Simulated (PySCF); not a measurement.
Species: C4H4NOSi (doublet state).
Numbering: `[N:1]#[C:2][Si:3]1[CH:4]=[CH:5][O:6][CH2:7]1` (hydrogens: H8 on C4; H9 on C5; H10, H11 on C7)

Theory: UKS B3LYP, pcH-1 on C H N O Si, non-relativistic, mean-field spin-orbit, GIAO in PySCF 2.14.0. Isolated species at its GFN2-xTB geometry, gas phase. A GFN2-xTB geometry isn't a minimum of the functional, and hyperfine couplings can be far from their values at a DFT geometry, by a factor of two or more for some ions and for spin on atoms past the first row. Stability of the SCF solution: not tested.

Principal values of hyperfine tensors in MHz (contact, dipolar and spin–orbit terms together), for some of the nuclei:

| atom | isotope | A1 | A2 | A3 |
| --- | --- | --- | --- | --- |
| Si3 | 29Si | -722.66 | -507.13 | -503.52 |
| C2 | 13C | 62.24 | 68.75 | 82.95 |
| C7 | 13C | 25.79 | 26.89 | 38.01 |
| C4 | 13C | 16.51 | 21.72 | 35.89 |
| H10 | 1H | 17.98 | 19.47 | 29.04 |
| C5 | 13C | 6.51 | 7.40 | 30.13 |
| O6 | 17O | -25.52 | 2.70 | 3.13 |
| H9 | 1H | -7.78 | -4.91 | 2.35 |

**Question.** Give the isotropic coupling of each nucleus in MHz and in mT (g = 2.0030), and the anisotropic part.

**Answer.** a_iso = (A1 + A2 + A3)/3, Ti = Ai − a_iso; 1 mT corresponds to 28.034 MHz. The tensors hold a spin–orbit part: the run splits a_iso into a_FC + a_SO, and T includes its anisotropic share.

```
atom  a_iso (MHz)     a_FC   a_SO  a_iso (mT)       T1     T2     T3
 Si3      -577.77  -578.75   0.98     -20.610  -144.89  70.64  74.25
  C2        71.31    71.32  -0.01       2.544    -9.07  -2.56  11.64
  C7        30.23    30.20   0.03       1.078    -4.44  -3.34   7.78
  C4        24.71    24.68   0.03       0.881    -8.20  -2.99  11.18
 H10        22.16    22.17   0.00       0.791    -4.19  -2.69   6.87
  C5        14.68    14.65   0.03       0.524    -8.17  -7.28  15.45
  O6        -6.56    -6.57   0.01      -0.234   -18.96   9.27   9.69
  H9        -3.45    -3.46   0.01      -0.123    -4.33  -1.46   5.80
```

**Question.** What spin density at the nucleus of Si3 lies behind its contact coupling (g_N = -1.11058)?

**Answer.** a_FC = 800.24 MHz bohr³ × g_N × ρ(0)/(2S). With a_FC = -578.75 MHz and 2S = 1, ρ(0) = 0.6512 bohr⁻³. The nuclear moment is negative, so coupling and spin density have opposite signs.

**Question.** H11 (1H, g_N = 5.58569) isn't in the table. Its spin density at the nucleus is 0.01128 bohr⁻³. What is its contact coupling?

**Answer.** By the same relation, a_FC = 50.4 MHz. Its full tensor has the principal values 47.51, 49.82, 53.99 MHz.

**Question.** Which nucleus of the table has the largest anisotropic coupling, and what is its form?

**Answer.** Si3: -144.9, 70.6, 74.3 MHz (the dipolar term alone has -144.0, 70.1, 73.9), nearly axial, close to the ratio +1:+1:−2, the form that spin in one p orbital centred on that nucleus gives (the nuclear moment is negative).

**Question.** In a single crystal, with the field along each principal axis of the tensor of C7 in turn, what first-order splitting does this nucleus give (isotropic g, quadrupole terms neglected)?

**Answer.** 2 lines (I = 1/2), spaced by |A_i|/(g × 13.996): 0.92, 0.96, 1.36 mT along the axes of A1, A2 and A3.
